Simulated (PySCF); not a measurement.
## Working out the ionisation energy of P⁺

P⁺ [Ne] 3s2 3p2 (3P) → P²⁺ [Ne] 3s2 3p1 (2P). Computed with PySCF 2.14 in def2-SVP (4s3p1d, 18 functions), with no relativity, point nucleus. Frozen: [Ne]. Energies in hartree (1 hartree = 27.21139 eV):

```json
{"part": "UHF", "P⁺ (lower)": "-340.232195", "P²⁺ (upper)": "-339.526978"}
{"part": "CCSD correlation", "P⁺ (lower)": "-0.069804", "P²⁺ (upper)": "-0.058921"}
{"part": "(T)", "P⁺ (lower)": "-0.000953", "P²⁺ (upper)": "-0.000648"}
```

Task: What does Hartree-Fock give?

Result: (-339.526978) − (-340.232195) = 0.705217 hartree = 19.190 eV.

Task: What do CCSD and CCSD(T) give?

Result: The CCSD correlation energies differ by 0.010883 hartree = 0.296 eV and the triples by 0.000305 hartree = 0.008 eV, so CCSD gives 19.486 eV and CCSD(T) 19.494 eV.

Reference: 19.769 eV (semi-empirical (NIST evaluation); NIST Atomic Spectra Database, ionization energies), between the lowest levels; spin-orbit coupling is absent from the calculation.

A double-zeta basis recovers only part of the correlation energy.

What remains against the reference includes basis incompleteness, the frozen core and higher excitations.
